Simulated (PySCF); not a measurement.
## Relaxation of sextet FeH₂⁺

All numbers come from UPBE0/[Fe def2-TZVP, H def2-TZVP], no relativity, density fitting, PySCF. A (50,194) grid was used.

A hand-made linear start, of D∞h symmetry, held to at least that symmetry:

```xyz
3
charge 1 multiplicity 6, angstrom
Fe    0.0000    0.0000    0.0000
H     0.0000    0.0000    1.4504
H     0.0000    0.0000   -1.4504
```

Problem. What does it relax to?

Solution. It ends at D∞h with Fe–H 1.708 Å (×2); H–Fe–H 180.0°. No frequency check is given, so it may be a saddle point. Other isomers or separated fragments may lie lower.

Problem. How much energy is released, and in how many steps?

Solution. 72.6 kJ/mol in 5 steps.

Other spin states or occupations of the open shell can lie lower. At this level a quartet minimum of C2v symmetry lies 233 kJ/mol below this structure.
